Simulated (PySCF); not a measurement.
**Basis and Hamiltonian dependence of the electron affinity of Co**

Co⁻ [Ar] 3d8 4s2 (3F) → Co [Ar] 3d7 4s2 (4F). Calculated with PySCF 2.14 from differences of total energies of unrestricted determinants, without spin-orbit coupling. Values in eV.

```csv
basis,Hamiltonian,functions,UHF,PBE,PBE0,MP2 (valence),CCSD(T) (valence),CCSD(T) (valence and next inner shell)
aug-cc-pVDZ-DK,spin-free X2C,59,-2.028,1.319,0.589,0.321,0.172,n/a
aug-cc-pVDZ,non-relativistic,59,-1.726,1.552,0.844,0.570,0.407,n/a
ANO-RCC-VTZP,spin-free X2C,59,-1.864,0.787,0.268,0.377,0.085,0.117
def2-TZVPPD,non-relativistic,67,-2.181,1.406,0.698,0.469,0.209,0.336
aug-cc-pVTZ-DK,spin-free X2C,93,-2.050,1.406,0.661,0.458,0.305,n/a
def2-QZVPPD,non-relativistic,100,-1.921,1.569,0.851,0.743,0.517,n/a
dyall-av2z,non-relativistic,101,-1.730,1.649,0.928,0.573,0.456,n/a
aug-cc-pwCVTZ-DK,spin-free X2C,127,-2.054,1.407,0.661,0.492,n/a,n/a
aug-cc-pwCVTZ,non-relativistic,127,-1.752,1.645,0.920,0.743,n/a,n/a
"x2c-QZVPPall with one added diffuse shell each of s, p, d, f, g type",spin-free X2C,128,-2.054,1.413,0.663,0.497,n/a,n/a
aug-pcseg-3,non-relativistic,128,-1.748,1.650,0.927,0.761,n/a,n/a
aug-cc-pVQZ,non-relativistic,140,-1.747,1.644,0.917,0.782,n/a,n/a
"aug-cc-pwCVTZ-DK with one added diffuse shell each of s, p, d, f, g type",spin-free X2C,152,-2.008,n/a,n/a,n/a,n/a,n/a
aug-cc-pwCVQZ,non-relativistic,185,-1.749,1.649,0.920,0.802,n/a,n/a
```

Extrapolation of MP2 (valence) from aug-cc-pwCVTZ and aug-cc-pwCVQZ: the correlation parts are 2.495 and 2.550 eV; with the X⁻³ form and unrounded values, (4³ × 2.550 − 3³ × 2.495)/(4³ − 3³) = 2.591 eV, and adding the Hartree-Fock value -1.749 eV of the larger basis gives 0.842 eV.

Frozen in the all-electron rows: valence: [Ar]; valence and next inner shell: [Ne].

At UHF, def2-TZVPPD lies more than 0.3 eV from the median of the rows with comparable relativity.

Non-relativistic rows lack the scalar-relativistic shift.

In most of these bases the highest occupied level of the anion is positive at PBE, PBE0, so the basis helps to hold the electron.

Between the lowest levels the reference is 0.662 eV (measured; photodetachment measurements, as compiled on the Wikipedia data page of electron affinities); it includes spin-orbit coupling, which these numbers lack.
